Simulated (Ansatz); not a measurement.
C3H10Si, SMILES `C[SiH](C)C` (charge 0, multiplicity 1).

Level of theory: frozen-core CCSD(T)/cc-pVDZ // B3LYP-D3(BJ)/def2-TZVP run with Ansatz (a program for electronic structure).

Ansatz 0.2 input:
```yaml
crystal:
  periodic: [false, false, false]
  atoms:
    - { symbol: C, position_ang: [-1.033428, -1.321607, -0.602039] }
    - { symbol: Si, position_ang: [0.110199, 0.160573, -0.451757] }
    - { symbol: C, position_ang: [1.700967, -0.331735, 0.416812] }
    - { symbol: C, position_ang: [-0.741451, 1.545679, 0.488191] }
    - { symbol: H, position_ang: [-0.559494, -2.132111, -1.159845] }
    - { symbol: H, position_ang: [-1.301177, -1.707569, 0.384742] }
    - { symbol: H, position_ang: [-1.958354, -1.056969, -1.11891] }
    - { symbol: H, position_ang: [0.443764, 0.646518, -1.819103] }
    - { symbol: H, position_ang: [2.385187, 0.515424, 0.499516] }
    - { symbol: H, position_ang: [1.495886, -0.695011, 1.426944] }
    - { symbol: H, position_ang: [2.217921, -1.126666, -0.124964] }
    - { symbol: H, position_ang: [-0.095707, 2.422421, 0.571971] }
    - { symbol: H, position_ang: [-1.661751, 1.855502, -0.011545] }
    - { symbol: H, position_ang: [-1.002562, 1.225551, 1.499986] }
basis:
  gaussian: { orbitals: cc-pVDZ }
correlation:
  method: ccsd_t
```

Output:

```
Functional definition: HF
1010 factors; integrals over basis functions are off by at most 9.7e-4 eV
mean field evaluation 1: about -11109.6396 eV, gradient 3.3e1 eV
mean field evaluation 2: about -11109.7277 eV, gradient 3.3e1 eV
mean field evaluation 4: about -11112.7699 eV, gradient 2.8e0 eV
mean field evaluation 8: about -11112.8030 eV, gradient 3.4e-4 eV
mean field evaluation 16: about -11112.8017 eV, gradient 5.7e-1 eV
mean field -11112.80300405 eV, -408.3879778704 hartree, gradient 4.2e-6 eV, S^2 0.000000; 0 other end points of the search recorded, 0 dependent functions left out
8 core orbitals not correlated
reference -11112.80300405 eV, -408.3879778704 hartree; 13, 13 occupied and 89, 89 virtual orbitals, 1010 factors
second order -14.86393370 eV of doubles, -0.00000000 eV of singles
cycle   1  -16.17569458 eV  change    -1.3e0 eV  update   7.9e-2
cycle   2  -16.63082177 eV  change   -4.6e-1 eV  update   2.4e-2
cycle   3  -16.67354198 eV  change   -4.3e-2 eV  update   6.5e-3
cycle   4  -16.67443286 eV  change   -8.9e-4 eV  update   1.9e-3
cycle   5  -16.67440761 eV  change    2.5e-5 eV  update   4.9e-4
cycle   6  -16.67440695 eV  change    6.6e-7 eV  update   1.5e-4
cycle   7  -16.67441699 eV  change   -1.0e-5 eV  update   4.0e-5
cycle   8  -16.67441938 eV  change   -2.4e-6 eV  update   1.3e-5
perturbative correction -0.44745282 eV, -0.0164435880 hartree
Total energy: -11129.92487626 eV, -409.0171950683 hartree
```
